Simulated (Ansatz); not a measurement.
Start from `Ic1ccco1` and change one atom or group to get `c1ccoc1`.

Ansatz, PBE0-D4/def2-TZVP geometries, multiplicity 1. 

Elements past krypton have def2 core potentials.

| property | `Ic1ccco1` |
| --- | --- |
| HOMO–LUMO gap (ωB97M-V/def2-TZVPP) / eV | 9.85 |
| size of the dipole moment (PBE/def2-TZVPP) / D | 1.24 |
| HOMO energy (B3LYP/def2-TZVPP) / eV | -6.30 |
| ideal-gas entropy at 298 K and 1 bar (rigid rotor, harmonic PBE0-D4/def2-TZVP) / J/(mol·K) | 323 |
| zero-point energy (PBE0-D4/def2-TZVP) / kJ/mol | 157.7 |
| HOMO–LUMO gap (PBE0/def2-TZVPP) / eV | 5.79 |

Task: Give the same properties after the change, and the shifts. (Best estimate.)

Result: Ansatz gave: 
```
                                                                                  property  `c1ccoc1`  shift
                                                   HOMO–LUMO gap (ωB97M-V/def2-TZVPP) / eV      11.26   1.41
                                            size of the dipole moment (PBE/def2-TZVPP) / D       0.50  -0.74
                                                       HOMO energy (B3LYP/def2-TZVPP) / eV      -6.47  -0.17
ideal-gas entropy at 298 K and 1 bar (rigid rotor, harmonic PBE0-D4/def2-TZVP) / J/(mol·K)        266    -57
                                            zero-point energy (PBE0-D4/def2-TZVP) / kJ/mol      184.9   27.2
                                                      HOMO–LUMO gap (PBE0/def2-TZVPP) / eV       6.96   1.17
```

With PBE0 the HOMO falls by 0.17 eV and the LUMO rises by 1.00 eV, so the gap widens by about 1.17 eV. PBE moves the HOMO by -0.14 eV and ωB97M-V by -0.27 eV. Dipoles are sizes alone; their direction can turn.

B3LYP here is the variant with VWN-RPA as its local correlation; programs differ in this.

Spin–orbit coupling is left out; it splits and shifts lone-pair levels of the heavy atoms by tenths of an eV.
